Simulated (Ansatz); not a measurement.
The same path of C$_{3}$H$_{7}$Li (11 atoms, charge 0, multiplicity 1) was run twice with different band settings. The coordinate that changes most is the dihedral C3–C2–C4–H11.

Computed with RKS CAM-B3LYP/6-31G* in Ansatz 0.2.0.

Relaxed end points:

```xyz
11
Properties=species:S:1:pos:R:3
Li -2.205 0.992 -0.362
C -0.259 0.524 -0.145
C 0.119 0.090 1.276
C 0.241 -0.522 -1.149
H 0.299 1.454 -0.352
H -0.116 0.858 2.025
H 1.196 -0.136 1.381
H -0.411 -0.824 1.581
H 0.096 -0.206 -2.190
H -0.279 -1.484 -1.034
H 1.318 -0.745 -1.032
```

```xyz
11
Properties=species:S:1:pos:R:3
Li -1.959 1.361 -0.531
C -0.153 0.565 -0.139
C -0.014 0.014 1.285
C 0.283 -0.506 -1.147
H 0.568 1.396 -0.229
H -0.201 0.780 2.049
H 0.992 -0.398 1.487
H -0.720 -0.807 1.479
H -0.398 -1.369 -1.151
H 1.287 -0.913 -0.928
H 0.316 -0.123 -2.176
```

Common settings: movable images 5; climbing image yes; spring 5.0 eV/Å²; start path through a guess of the saddle point; force threshold 0.05 eV/Å; end points relaxed.

| run | optimiser | iteration limit |
| --- | --- | --- |
| 1 | quadratic models (default) | 33 |
| 2 | lbfgs | 49 |

Question: What does each run give, and how far can it be trusted?

Answer: Run 1: converged after 5 iterations, highest image 0.164 eV above the first end. A vibrational analysis at the climbing image gives one clearly imaginary mode, 263i cm⁻¹: a first-order saddle point.
Run 2: converged after 32 iterations, highest image 0.167 eV above the first end. Another band between the same ends (5 images) ends at a top of the same energy, where a vibrational analysis finds 1 clearly imaginary mode.
